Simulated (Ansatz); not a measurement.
Consider the redistribution: `[OH][GaH][Br]` + `OC[SiH](F)CF` → `[OH][Ga]([OH])[Br]` + `C[SiH](F)CF`.

Gas-phase electronic energies from Ansatz, PBE0-D4/def2-TZVP geometries. CBS: MP2 limit from def2 TZ/QZ plus the TZ coupled-cluster correction, frozen cores. DFT in def2-TZVPP. B3LYP here is the variant with VWN-RPA as its local correlation; programs differ in this. For Br, Ga outer-core shells are correlated without core-valence functions, which leaves a few kJ/mol of doubt a bond. Scalar relativity is left out up to krypton. Each species was taken in one conformer, which may not be the lowest.

```csv
level,ΔE (kJ/mol),difference from CCSD(T)/CBS
PBE-D4,-153.2,17.0
PBE0-D4,-157.9,12.3
B3LYP-D4,-158.8,11.4
ωB97X-V,-159.9,10.3
PBE,-153.8,16.4
CCSD(T)/def2-TZVPP,-171.4,-1.2
HF/def2-QZVPP,-168.0,2.2
MP2/def2-QZVPP,-181.4,-11.2
SCS-MP2/def2-QZVPP,-176.4,-6.2
CCSD/CBS(def2),-169.9,0.3
CCSD(T)/CBS,-170.2,0
```

Largest T1 diagnostic among the species: 0.012.

From PBE to PBE0 (25 % exact exchange), in def2-TZVPP and without D4, ΔE moves by −4.7 kJ/mol. In def2-TZVPP, CCSD(T) changes the Hartree–Fock value by −3.9 kJ/mol (the triples alone add −0.2 kJ/mol) and MP2 by −14.4 kJ/mol.
